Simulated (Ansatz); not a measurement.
Calculated with Ansatz (gas phase, PBE0-D4/def2-TZVP geometries, no zero-point term in ΔE). CBS: MP2 limit from def2 TZ/QZ plus the TZ coupled-cluster correction, frozen cores. Functionals use def2-TZVPP. B3LYP here is the variant with VWN-RPA as its local correlation; programs differ in this. For Se outer-core shells are correlated without core-valence functions, which leaves a few kJ/mol of doubt a bond. Scalar relativity is left out up to krypton. Each species was taken in one conformer, which may not be the lowest.

Reaction (formal exchange of groups at the Se–Si bond): `CC[SiH2][SeH]` + `C=CF` → `C=C(F)[SeH]` + `CC[SiH3]`

```json
{"level": "PBE-D4", "ΔE (kJ/mol)": "105.4", "difference from CCSD(T)/CBS": "-9.3"}
{"level": "PBE0-D4", "ΔE (kJ/mol)": "112.4", "difference from CCSD(T)/CBS": "-2.3"}
{"level": "ωB97X-V", "ΔE (kJ/mol)": "108.6", "difference from CCSD(T)/CBS": "-6.1"}
{"level": "ωB97M-V", "ΔE (kJ/mol)": "110.8", "difference from CCSD(T)/CBS": "-3.9"}
{"level": "B2PLYP", "ΔE (kJ/mol)": "107.7", "difference from CCSD(T)/CBS": "-7.0"}
{"level": "PBE", "ΔE (kJ/mol)": "103.8", "difference from CCSD(T)/CBS": "-10.9"}
{"level": "PBE0", "ΔE (kJ/mol)": "110.7", "difference from CCSD(T)/CBS": "-4.0"}
{"level": "B3LYP", "ΔE (kJ/mol)": "105.6", "difference from CCSD(T)/CBS": "-9.1"}
{"level": "HF/def2-TZVPP", "ΔE (kJ/mol)": "118.3", "difference from CCSD(T)/CBS": "3.6"}
{"level": "SCS-MP2/def2-TZVPP", "ΔE (kJ/mol)": "107.2", "difference from CCSD(T)/CBS": "-7.5"}
{"level": "CCSD/def2-TZVPP", "ΔE (kJ/mol)": "110.3", "difference from CCSD(T)/CBS": "-4.4"}
{"level": "CCSD(T)/def2-TZVPP", "ΔE (kJ/mol)": "108.2", "difference from CCSD(T)/CBS": "-6.5"}
{"level": "HF/def2-QZVPP", "ΔE (kJ/mol)": "118.1", "difference from CCSD(T)/CBS": "3.4"}
{"level": "SCS-MP2/def2-QZVPP", "ΔE (kJ/mol)": "110.7", "difference from CCSD(T)/CBS": "-4.0"}
{"level": "HF/CBS(def2)", "ΔE (kJ/mol)": "118.0", "difference from CCSD(T)/CBS": "3.3"}
{"level": "CCSD/CBS(def2)", "ΔE (kJ/mol)": "116.8", "difference from CCSD(T)/CBS": "2.1"}
{"level": "CCSD(T)/CBS", "ΔE (kJ/mol)": "114.7", "difference from CCSD(T)/CBS": "0"}
```

Largest T1 diagnostic among the species: 0.012.

In def2-TZVPP, CCSD(T) changes the Hartree–Fock value by −10.0 kJ/mol (the triples alone add −2.1 kJ/mol) and MP2 by −7.9 kJ/mol. From PBE to PBE0 (25 % exact exchange), in def2-TZVPP and without D4, ΔE moves by +6.9 kJ/mol.
